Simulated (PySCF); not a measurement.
Polarisability and C₆ of Sb (antimony, neutral)

[Kr] 4d10 5s1 5p3 6s1, high-spin 6S determinant (an excited configuration). All numbers are calculated (PySCF 2.14, the spin-free X2C one-electron Hamiltonian (Gaussian nucleus), in aug-cc-pwCVTZ-DK3 with one added diffuse shell each of s, p, d, f type (11s10p8d5f1g, 125 functions)). Coupled (time-dependent) response in atomic units; α is the mean over directions.

```
method  mean α (bohr³)  C₆ (like pair)   S(−4)
   UHF           916.9           23460  714100
   PBE           691.5           15600  404500
```

S(−4) is the Cauchy moment in α(ω) = α(0) + S(−4) ω² + …

α(iu) at PBE:

```
u (hartree)  α(iu) (bohr³)
          0          691.5
     0.0500          290.0
      0.100          118.4
      0.200          46.43
      0.300          28.05
      0.500          14.73
      0.750          8.559
       1.00          5.782
       1.50          3.351
       2.00          2.286
       3.00          1.316
       5.00         0.6156
```

A single London oscillator, α(iu) = α/(1 + u²/ω²), gives C₆ = (3/4) ω α². Matching the computed C₆ needs ω = 4 × 15600 / (3 × 691.5²) = 0.0435 hartree.

The outer electron is Rydberg-like, and this basis confines it to a smaller radius and binds it less than a complete one would.
